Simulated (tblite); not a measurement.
Species: C₈H₁₃AlO.
Atom-mapped SMILES: `[CH3:1][O+:2]([CH3:3])[AlH2-:4][c:5]1[cH:6][cH:7][cH:8][cH:9][cH:10]1` (hydrogens: H11, H12, H13 on C1; H14, H15, H16 on C3; H17, H18 on Al4; H19 on C6; H20 on C7; H21 on C8; H22 on C9; H23 on C10)
Bond orders are those of one Lewis drawing.

Computed with GFN2-xTB (tblite), gas phase: L-BFGS steps from a force-field or distance-geometry start until the largest atomic force falls under 0.01 eV/Å.

Geometry at step 27:
```
atom  x, y, z in Å
C1     -2.6196   -0.8460    0.2274
O2     -2.1539    0.4190   -0.2015
C3     -3.1276    1.4431   -0.1241
Al4    -0.5333    0.4426   -1.2203
C5      1.0342   -0.0783   -0.1095
C6      2.0532   -0.4703   -0.9870
C7      3.3373   -0.7550   -0.5642
C8      3.6521   -0.6460    0.7794
C9      2.6772   -0.2482    1.6779
C10     1.3979    0.0354    1.2349
H11    -1.7341   -1.4768    0.3216
H12    -3.3127   -1.2806   -0.5008
H13    -3.1141   -0.7671    1.2020
H14    -3.8808    1.3404   -0.9105
H15    -2.5925    2.3772   -0.2670
H16    -3.6155    1.4422    0.8571
H17    -0.6216    1.9823   -1.5490
H18    -0.9546   -0.5768   -2.3424
H19     1.7942   -0.5490   -2.0381
H20     4.0916   -1.0771   -1.2689
H21     4.6542   -0.8632    1.1213
H22     2.9187   -0.1787    2.7293
H23     0.6449    0.3579    1.9423
```

Task: Give the atomic forces at this geometry.

Result: 
```
atom  Fx (eV/Å)  Fy (eV/Å)  Fz (eV/Å)
  C1      0.051      0.001      0.000
  O2     -0.164     -0.040      0.040
  C3      0.009     -0.007      0.007
 Al4      0.004      0.220     -0.039
  C5      0.032     -0.021      0.024
  C6     -0.016     -0.044     -0.041
  C7     -0.009     -0.047     -0.030
  C8     -0.004      0.003     -0.015
  C9     -0.016     -0.037      0.037
 C10     -0.044     -0.007      0.061
 H11     -0.032     -0.053     -0.092
 H12      0.056      0.035      0.069
 H13      0.061      0.017     -0.043
 H14      0.004     -0.081      0.060
 H15      0.027      0.090     -0.050
 H16      0.071     -0.009     -0.054
 H17     -0.059     -0.042     -0.044
 H18      0.003     -0.005      0.020
 H19      0.020     -0.052     -0.079
 H20      0.022      0.042     -0.042
 H21     -0.003     -0.018      0.017
 H22      0.002      0.063      0.046
 H23     -0.014     -0.009      0.146
```

The largest, 0.22 eV/Å, acts on Al4; the rms over all components is 0.055 eV/Å. The forces sum to zero within rounding, as they must for an isolated molecule in no field.

Task: Give the force on Al4 in Eh/bohr and in nN.

Result: 0.223 eV/Å ÷ 51.422 = 0.00435 Eh/bohr, and 0.223 eV/Å × 1.602 = 0.36 nN.

Task: How far is this geometry from the end of the optimisation?

Result: 0.121 eV above it, and 0.647 Å rms away after alignment. The bonds farthest from their final lengths, with half the difference of the two atoms' forces along the bond (positive lengthens):

| bond | now (Å) | final (Å) | force along bond (eV/Å) |
| --- | --- | --- | --- |
| Al4–C5 | 1.991 | 2.012 | +0.06 |
| Al4–H17 | 1.577 | 1.569 | -0.13 |
| O2–Al4 | 1.914 | 1.907 | +0.09 |
| C1–O2 | 1.415 | 1.409 | -0.06 |
| O2–C3 | 1.415 | 1.410 | -0.05 |
| C10–H23 | 1.082 | 1.085 | +0.02 |

The angle farthest from its final value is O2–Al4–C5, 111.5° against 102.8°.

The cost below is that of the whole relaxation. Time: 3.0 s. Hardware: one thread, Arm Neoverse N1 (aarch64), no GPU, shared host.
